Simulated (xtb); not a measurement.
Input for xtb: GFN2-xTB on GeH4O (SMILES [OH][GeH3]), a point of a torsion scan.

```
$ xtb mol.xyz --gfn 2 --opt vtight --chrg 0 --uhf 0 --input xcontrol
6

O      1.25042433    -0.47389779    -0.42751051
Ge    -0.42291534    -0.00754744     0.00137681
H      1.83694855     0.13016507     0.08819299
H     -0.61876981     1.46357082    -0.39601714
H     -0.59861613    -0.17919183     1.51374951
H     -1.43274083    -0.92511411    -0.73256116
$constrain
  force constant=1.0
  dihedral: 3,1,2,4,60.0
$end
```

It printed:

```
[...]
           -------------------------------------------------
          |                Calculation Setup                |
           -------------------------------------------------



           -------------------------------------------------
          |                 G F N 2 - x T B                 |
           -------------------------------------------------

        Reference                      10.1021/acs.jctc.8b01176
      * Hamiltonian:
        H0-scaling (s, p, d)           1.850000    2.230000    2.230000
        zeta-weighting                 0.500000
      * Dispersion:
        s8                             2.700000
        a1                             0.520000
        a2                             5.000000
        s9                             5.000000
      * Repulsion:
        kExp                           1.500000    1.000000
        rExp                           1.000000
      * Coulomb:
        alpha                          2.000000
        third order                    shell-resolved
        anisotropic                    true
        a3                             3.000000
        a5                             4.000000
        cn-shift                       1.200000
        cn-exp                         4.000000
        max-rad                        5.000000


          ...................................................
          :                      SETUP                      :
          :.................................................:
          :  # basis functions                  18          :
          :  # atomic orbitals                  17          :
          :  # shells                            9          :
          :  # electrons                        14          :
          :  max. iterations                   250          :
          :  Hamiltonian                  GFN2-xTB          :
          :  restarted?                      false          :
          :  GBSA solvation                  false          :
          :  PC potential                    false          :
          :  electronic temp.          300.0000000     K    :
          :  accuracy                    1.0000000          :
          :  -> integral cutoff          0.2500000E+02      :
          :  -> integral neglect         0.1000000E-07      :
          :  -> SCF convergence          0.1000000E-05 Eh   :
          :  -> wf. convergence          0.1000000E-03 e    :
          :  Broyden damping             0.4000000          :
          :  net charge                          0          :
          :  unpaired electrons                  0          :
          ...................................................

 iter      E             dE          RMSdq      gap      omega  full diag
   1     -8.0141773 -0.801418E+01  0.442E+00    7.47       0.0  T
   2     -8.0302406 -0.160634E-01  0.602E+00    8.84       1.0  T
   3     -8.0639537 -0.337131E-01  0.369E+00    8.50       1.0  T
   4     -8.0646221 -0.668390E-03  0.137E+00    8.55       1.0  T
   5     -8.0689130 -0.429086E-02  0.180E-01    8.38       1.0  T
   6     -8.0689236 -0.106436E-04  0.427E-02    8.37       1.0  T
   7     -8.0689263 -0.268545E-05  0.559E-02    8.37       1.0  T
   8     -8.0689263 -0.373870E-07  0.284E-02    8.37       1.4  T
   9     -8.0689267 -0.321746E-06  0.298E-03    8.37      13.7  T
  10     -8.0689267 -0.246152E-08  0.225E-04    8.37     181.5  T
  11     -8.0689267  0.164277E-10  0.186E-04    8.37     218.9  T

   *** convergence criteria satisfied after 11 iterations ***

         #    Occupation            Energy/Eh            Energy/eV
      -------------------------------------------------------------
         1        2.0000           -0.6837643             -18.6062
         2        2.0000           -0.6275823             -17.0774
         3        2.0000           -0.5514167             -15.0048
         4        2.0000           -0.4781777             -13.0119
         5        2.0000           -0.4767965             -12.9743
         6        2.0000           -0.4379956             -11.9185
         7        2.0000           -0.4318435             -11.7511 (HOMO)
         8                         -0.1241644              -3.3787 (LUMO)
         9                         -0.1168762              -3.1804
        10                         -0.1109691              -3.0196
        11                         -0.0591651              -1.6100
        12                          0.0463370               1.2609
       ...                                ...                  ...
        17                          1.0251022              27.8945
      -------------------------------------------------------------
                  HL-Gap            0.3076791 Eh            8.3724 eV
             Fermi-level           -0.2780039 Eh           -7.5649 eV

 SCC (total)                   0 d,  0 h,  0 min,  0.002 sec
 SCC setup                      ...        0 min,  0.000 sec (  3.184%)
 Dispersion    
[...]
           -13.1103
         5        2.0000           -0.4775502             -12.9948
         6        2.0000           -0.4368036             -11.8860
         7        2.0000           -0.4297641             -11.6945 (HOMO)
         8                         -0.1216628              -3.3106 (LUMO)
         9                         -0.1023422              -2.7849
        10                         -0.0999706              -2.7203
        11                         -0.0132907              -0.3617
        12                          0.0530653               1.4440
       ...                                ...                  ...
        17                          1.0630459              28.9270
      -------------------------------------------------------------
                  HL-Gap            0.3081013 Eh            8.3839 eV
             Fermi-level           -0.2757134 Eh           -7.5025 eV

 SCC (total)                   0 d,  0 h,  0 min,  0.001 sec
 SCC setup                      ...        0 min,  0.000 sec (  6.927%)
 Dispersion                     ...        0 min,  0.000 sec (  0.997%)
 classical contributions        ...        0 min,  0.000 sec (  0.446%)
 integral evaluation            ...        0 min,  0.000 sec ( 25.537%)
 iterations                     ...        0 min,  0.000 sec ( 22.239%)
 molecular gradient             ...        0 min,  0.000 sec ( 39.245%)
 printout                       ...        0 min,  0.000 sec (  4.107%)

         :::::::::::::::::::::::::::::::::::::::::::::::::::::
         ::                     SUMMARY                     ::
         :::::::::::::::::::::::::::::::::::::::::::::::::::::
         :: total energy              -8.044145544767 Eh    ::
         :: gradient norm              0.000041055537 Eh/a0 ::
         :: HOMO-LUMO gap              8.383863751067 eV    ::
         ::.................................................::
         :: SCC energy                -8.086315988449 Eh    ::
         :: -> isotropic ES            0.020029692565 Eh    ::
         :: -> anisotropic ES          0.000879367199 Eh    ::
         :: -> anisotropic XC          0.000770326740 Eh    ::
         :: -> dispersion             -0.001803675833 Eh    ::
         :: repulsion energy           0.042170441580 Eh    ::
         :: add. restraining           0.000000002102 Eh    ::
         :: total charge               0.000000000000 e     ::
         :::::::::::::::::::::::::::::::::::::::::::::::::::::

           -------------------------------------------------
          |                Property Printout                |
           -------------------------------------------------

    * Orbital Energies and Occupations

         #    Occupation            Energy/Eh            Energy/eV
      -------------------------------------------------------------
         1        2.0000           -0.6872036             -18.6998
         2        2.0000           -0.6320779             -17.1997
         3        2.0000           -0.5500174             -14.9667
         4        2.0000           -0.4817959             -13.1103
         5        2.0000           -0.4775502             -12.9948
         6        2.0000           -0.4368036             -11.8860
         7        2.0000           -0.4297641             -11.6945 (HOMO)
         8                         -0.1216628              -3.3106 (LUMO)
         9                         -0.1023422              -2.7849
        10                         -0.0999706              -2.7203
        11                         -0.0132907              -0.3617
        12                          0.0530653               1.4440
        13                          0.0763641               2.0780
        14                          0.1818758               4.9491
        15                          0.8295052              22.5720
        16                          0.9860556              26.8319
        17                          1.0630459              28.9270
      -------------------------------------------------------------
                  HL-Gap            0.3081013 Eh            8.3839 eV
             Fermi-level           -0.2757134 Eh           -7.5025 eV

     #   Z          covCN         q      C6AA      α(0)
     1   8 O        1.587    -0.446    21.803     6.301
     2  32 Ge       3.601     0.194   168.453    23.334
     3   1 H        0.810     0.307     0.699     1.313
     4   1 H        0.938    -0.025     3.523     2.935
     5   1 H        0.938    -0.025     3.521     2.934
     6   1 H        0.941    -0.006     3.154     2.776

 Mol. C6AA /au·bohr⁶  :        568.831604
 Mol. C8AA /au·bohr⁸  :      27817.783608
 Mol. α(0) /au        :         39.592849


Wiberg/Mayer (AO) data.
largest (>0.10) Wiberg bond orders for each atom

 ---------------------------------------------------------------------------
     #   Z sym  total        # sym  WBO       # sym  WBO       # sym  WBO
 ---------------------------------------------------------------------------
     1   8 O    2.221 --     2 Ge   1.224     3 H    0.879
Note: The following floating-point exceptions are signalling: IEEE_DENORMAL
normal termination of xtb
     2  32 Ge   3.761 --     1 O    1.224     6 H    0.846     4 H    0.835
                             5 H    0.835
     3   1 H    0.906 --     1 O    0.879
     4   1 H    0.999 --     2 Ge   0.835
     5   1 H    0.999 --     2 Ge   0.835
     6   1 H    1.000 --     2 Ge   0.846
 ---------------------------------------------------------------------------

Topologies differ in total number of bonds
Writing topology from bond orders to xtbtopo.mol

molecular dipole:
                 x           y           z       tot (Debye)
 q only:        0.029       0.353       0.295
   full:        0.195       0.419       0.346       1.468
molecular quadrupole (traceless):
                xx          xy          yy          xz          yz          zz
 q only:        2.299       1.416      -1.191       1.125      -0.338      -1.108
  q+dip:        1.706       2.141      -0.912       1.755      -0.516      -0.794
   full:        2.494       2.382      -1.302       1.936      -0.536      -1.191

           -------------------------------------------------
          |                Geometry Summary                 |
           -------------------------------------------------

      molecular mass/u    :       92.6587181
   center of mass at/Å    :       -0.1588896      -0.0521636      -0.0336062
  moments of inertia/u·Å² :        0.6827196E+01   0.4781387E+02   0.4852558E+02
rotational constants/cm⁻¹ :        0.2469188E+01   0.3525678E+00   0.3473968E+00

 * 5 selected distances

     #   Z          #   Z                                           value/Å
     1   8 O        2  32 Ge                                      1.7343933 (max)
     1   8 O        3   1 H                                       0.9547141 (min)
     2  32 Ge       4   1 H                                       1.5017192
     2  32 Ge       5   1 H                                       1.5017315
     2  32 Ge       6   1 H                                       1.4863137

 * 3 distinct bonds (by element types)

   Z      Z             #   av. dist./Å        max./Å        min./Å
   1 H    8 O           1     0.9547141     0.9547141     0.9547141
   1 H   32 Ge          3     1.4965881     1.5017315     1.4863137
   8 O   32 Ge          1     1.7343933     1.7343933     1.7343933


optimized geometry written to: xtbopt.xyz


           -------------------------------------------------
          | TOTAL ENERGY               -8.044145544767 Eh   |
          | GRADIENT NORM               0.000041055537 Eh/α |
          | HOMO-LUMO GAP               8.383863751067 eV   |
           -------------------------------------------------

------------------------------------------------------------------------
------------------------------------------------------------------------
 total:
 SCF:
 ANC optimizer:
```

The run finished.

Warnings raised: the energy holds the restraint's term.

Cost: roughly 0.04 core-seconds.
